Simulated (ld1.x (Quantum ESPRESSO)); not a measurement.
What one change does to a pseudopotential (nitrogen, PAW)

ld1.x (Quantum ESPRESSO) 7.5 input, shortened:

```
&input
   title='N', zed=7., rel=1, dft='WC', iswitch=3,
   config='[He] 2s2 2p3 3d-2'
 /
 &inputp
   pseudotype=3, lpaw=.true., tm=.true., lloc=-2, rcloc=0.90,
   nlcc=.true., new_core_ps=.true., rcore=1.15,
   which_augfun='PSQ', rmatch_augfun_nc=.true.
 /
5
2S  1  0   2.00   0.00  0.90  1.10  0.0
2S  1  0   0.00   1.80  0.90  1.10  0.0
2P  2  1   3.00   0.00  0.95  1.35  0.0
2P  2  1   0.00   1.65  0.95  1.35  0.0
3D  3  2  -2.00   0.05  1.15  1.30  0.0
 &test
   configts(1)='2s2 2p3'
 /
```

Change: waves 2p (bound): rcut 0.88, rcutus 0.94 bohr; 2p channel at 1.65 Ry: rcut 0.88, rcutus 0.94 bohr.

Cutoffs: the cutoffs (Ry, on a coarse ladder) from which the occupation-weighted sum of valence levels, in a spherical-Bessel basis at the reference potential, stays within 10 and 1 mRy of its value at 400 Ry; they do not see the model core or the augmentation charge, which bear on the density cutoff. Errors are all-electron minus pseudo energies relative to the spin-unpolarised reference configuration.

**Question.** What does the change do?

**Answer.** The potential gets harder (35 Ry and 45 Ry → 70 Ry and 90 Ry); of the 7 tests that both files solve, the error grows in 1 and shrinks in 0 by more than 15 % and 0.3 meV (median size 1.3 → 1.1 meV); neither file shows a bound ghost. A smaller radius makes the pseudo-wave follow the all-electron one further in, where it bends more sharply, so more plane waves are needed.

```csv
quantity,base,changed
"cutoff, loose",35 Ry,70 Ry
"cutoff, tight",45 Ry,90 Ry
loose cutoff by channel (10 mRy a level),"s 10 Ry, p 30 Ry","s 10 Ry, p 60 Ry"
bound ghosts,none,none
"error for 2s2 2p2, meV [ΔE 13.56 eV]",-0.6,-0.6
"error for 2s2 2p1, meV [ΔE 42.38 eV]",-2.4,-2.7
"error for 2s2 2p0, meV [ΔE 89.37 eV]",-9.4,-11
"error for 2s1 2p3, meV [ΔE 25.27 eV]",-1.3,-1.1
"error for 2s0 2p5, meV [ΔE 22.88 eV]",-2.0,-1.8
"error for 2s2 2p3.3, meV [ΔE -1.61 eV]",+0.1,+0.1
"error for 2s2 2p2.5, meV [ΔE 5.08 eV]",-0.2,-0.3
lowest overlap eigenvalue by channel,"s 0.55, p 0.96, d 0.65","s 0.55, p 0.97, d 0.65"
```
